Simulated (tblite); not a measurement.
C4H12Si3.
SMILES with atom numbers: `[CH3:1][C:2]1=[CH:3][Si@H:4]([SiH3:5])[CH2:6][SiH2:7]1` (hydrogens: H8, H9, H10 on C1; H11 on C3; H12 on Si4; H13, H14, H15 on Si5; H16, H17 on C6; H18, H19 on Si7)

The geometry is computed with GFN2-xTB (gas phase).

Problem. What internal coordinates does the optimisation give?

Solution. 
```json
{"bond": "C1–C2", "length (Å)": "1.495"}
{"bond": "C2=C3", "length (Å)": "1.336"}
{"bond": "C3–Si4", "length (Å)": "1.884"}
{"bond": "Si4–Si5", "length (Å)": "2.312"}
{"bond": "Si4–C6", "length (Å)": "1.918"}
{"bond": "C6–Si7", "length (Å)": "1.902"}
{"bond": "C2–Si7", "length (Å)": "1.891"}
{"bond": "C1–H8, C1–H9, C1–H10", "length (Å)": "1.090"}
{"bond": "C3–H11", "length (Å)": "1.085"}
{"bond": "Si4–H12", "length (Å)": "1.480"}
{"bond": "Si5–H13, Si5–H14, Si5–H15", "length (Å)": "1.467"}
{"bond": "C6–H16", "length (Å)": "1.088"}
{"bond": "C6–H17", "length (Å)": "1.088"}
{"bond": "Si7–H18", "length (Å)": "1.470"}
{"bond": "Si7–H19", "length (Å)": "1.470"}
```

Bonds in one row agree within 0.01 Å and their mean is given. A selection of angles:
```json
{"angle": "C2–C1–H8", "degrees": "110.1"}
{"angle": "C2–C1–H10", "degrees": "111.8"}
{"angle": "H8–C1–H9", "degrees": "107.3"}
{"angle": "H8–C1–H10", "degrees": "108.8"}
{"angle": "C1–C2–C3", "degrees": "123.3"}
{"angle": "C1–C2–Si7", "degrees": "120.3"}
{"angle": "C3–C2–Si7", "degrees": "116.3"}
{"angle": "C2–C3–Si4", "degrees": "118.3"}
{"angle": "C2–C3–H11", "degrees": "120.2"}
{"angle": "Si4–C3–H11", "degrees": "121.5"}
{"angle": "C3–Si4–Si5", "degrees": "113.5"}
{"angle": "C3–Si4–C6", "degrees": "98.3"}
{"angle": "C3–Si4–H12", "degrees": "108.3"}
{"angle": "Si5–Si4–C6", "degrees": "112.6"}
{"angle": "Si5–Si4–H12", "degrees": "113.3"}
{"angle": "C6–Si4–H12", "degrees": "109.7"}
{"angle": "Si4–Si5–H13", "degrees": "112.5"}
{"angle": "Si4–Si5–H14", "degrees": "113.3"}
{"angle": "H13–Si5–H14", "degrees": "106.1"}
{"angle": "Si4–C6–Si7", "degrees": "106.9"}
{"angle": "Si4–C6–H16", "degrees": "110.8"}
{"angle": "Si4–C6–H17", "degrees": "111.6"}
{"angle": "Si7–C6–H16", "degrees": "110.6"}
{"angle": "Si7–C6–H17", "degrees": "111.2"}
{"angle": "H16–C6–H17", "degrees": "105.9"}
{"angle": "C6–Si7–H18", "degrees": "112.4"}
{"angle": "C6–Si7–H19", "degrees": "113.7"}
{"angle": "C2–Si7–C6", "degrees": "99.3"}
{"angle": "C2–Si7–H18", "degrees": "110.9"}
{"angle": "C2–Si7–H19", "degrees": "111.4"}
{"angle": "H18–Si7–H19", "degrees": "108.9"}
```

Torsions: C1–C2–C3–Si4 -179° (antiperiplanar); C2–C3–Si4–Si5 113° (anticlinal); C3–Si4–C6–Si7 8° (synperiplanar); Si4–C6–Si7–C2 -8° (synperiplanar); C1–C2–Si7–C6 -175° (antiperiplanar).

The 5-membered ring C2–C3–Si4–C6–Si7 has internal angles of 98.3° to 118.3° (sum 539°, against 540° for a flat polygon); it is slightly puckered (a soft mode that the optimisation may not have finished), 0.05 Å rms from its mean plane, widest ring torsion 8°. Si7 (SiH2 silicon) is distorted tetrahedral (angles from 99.3° to 113.7°). The 4 C–Si bonds span 1.884 Å (C3–Si4, drawn single) to 1.918 Å (Si4–C6, drawn single), a spread of 0.034 Å. Of the pairs four or more bonds apart, H10···H11 is among the closest relative to their van der Waals radii: 2.41 Å, 100 % of the sum of Bondi's values. The 2 C–C bonds span 1.336 Å (C2=C3, drawn double) to 1.495 Å (C1–C2, drawn single), a spread of 0.159 Å. Si5 (SiH3 silicon) is distorted tetrahedral (angles from 106.0° to 113.3°). Si4 (SiH silicon) is distorted tetrahedral (angles from 98.3° to 113.5°).

Point group: C1 (no symmetry element, even within 0.4 Å). Its lowest GFN2-xTB frequency is 2i cm⁻¹, too small to tell a flat minimum from a shallow saddle. One conformer, not necessarily the lowest. 2 starts were optimised and ended at 0.00 and 0.02 kcal/mol (GFN2-xTB); the lowest of these is shown.

The run took 3.3 s wall, 2.6 s CPU on an Intel Xeon at 2.50 GHz with one thread, no GPU, shared host. That covers the optimisation of the geometry.
